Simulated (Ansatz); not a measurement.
`C[Se]C#N` + H₂ → `C[SeH]` + `C#N` at 500 K and 1 bar (hydrogenolysis of the Se–C bond).

Computed with Ansatz on PBE0-D4/def2-TZVP structures; ΔE is electronic, products minus reactants. CCSD(T)/CBS is the MP2 limit (def2-TZVPP, def2-QZVPP) plus CCSD(T) − MP2 in def2-TZVPP, frozen cores. This one scheme is used for every species. For Se outer-core shells are correlated without core-valence functions, which leaves a few kJ/mol of doubt a bond. Scalar relativity is left out up to krypton.

```tsv
species	CCSD(T)/CBS energy (Eh)	H − E (kJ/mol)	S (J/(mol·K))
`C[Se]C#N`	-2533.28551	153.9	356.6
H₂	-1.17544	41.0	145.5
`C[SeH]`	-2441.15625	142.1	299.3
`C#N`	-93.32098	60.1	220.8
```

H − E and S are ideal-gas, rigid-rotor, harmonic terms from PBE0-D4/def2-TZVP. The MP2-based limit puts H₂ 0.8 mEh under its directly extrapolated value; such offsets cancel only in part. 1 Eh = 2625.50 kJ/mol, R = 8.31446 J/(mol·K).

By hand: ΔE, ΔH, ΔS and ΔG.

ΔE = (-2441.15625) + (-93.32098) − (-2533.28551) − (-1.17544) = -0.01628 Eh = -42.7 kJ/mol. Δ(H − E) = 142.1 + 60.1 − 153.9 − 41.0 = 7.3, so ΔH = -35.4 kJ/mol. ΔS = 299.3 + 220.8 − 356.6 − 145.5 = 18.0 J/(mol·K). ΔG = -35.4 − 500 × (18.0)/1000 = -44.4 kJ/mol.

By hand: the equilibrium constant, and the temperature at which ΔG would vanish if ΔH and ΔS stayed fixed.

log₁₀ K = −ΔG/(RT ln 10) = 4.6. ΔH and −TΔS have one sign here, so there is no such temperature.

ΔH outweighs TΔS. A doubt of 5 kJ/mol in ΔE shifts log₁₀ K by 0.5 here. These are equilibria of isolated gas molecules and say nothing of rates. Largest T1 diagnostic: 0.014 (customary marks: 0.02 for closed shells, 0.045 for open ones).
